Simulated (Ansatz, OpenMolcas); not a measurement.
**Predicting a hybrid from its neighbours: SnTe**

The species is SnTe (2 atoms), meant as a singlet with charge 0. As SMILES, `[Sn][Te]`. The shape is that of a PBE0-D4/def2-TZVP optimisation.

The electronic atomisation energy y, in eV, basis def2-TZVPPD with a core potential; a is the functional's share of exact exchange. Programs: Ansatz 0.2.0, OpenMolcas 26.06.

| functional | program | a | y (eV) |
| --- | --- | --- | --- |
| BLYP | Ansatz | 0 | 4.20 |
| TPSS | OpenMolcas | 0 | 4.26 |
| B3LYP | Ansatz | 0.2 | 4.04 |
| PBE0 | Ansatz | 0.25 | ? |
| BHLYP | Ansatz | 0.5 | 3.66 |

Question: Fit y = c + s·a to the known rows and predict PBE0.

Answer: 
1. Means of the 4 rows: a = 0.1750, y = 4.040.
2. Σ(Δa)² = 0.1675, Σ(Δa·Δy) = -0.19, so the slope is -0.19/0.1675 = -1.1343.
3. Intercept: 4.040 − (-1.1343) × 0.1750 = 4.239. The largest residual of the fit is 0.039.
4. PBE0: 4.239 + (-1.1343) × 0.25 = 3.96 eV.

The run gave 4.02 eV, so the prediction is off by -0.06 eV, about the scatter of the fit. The rows mix families of semi-local functionals, which the line can't see. Spin-orbit coupling is left out.
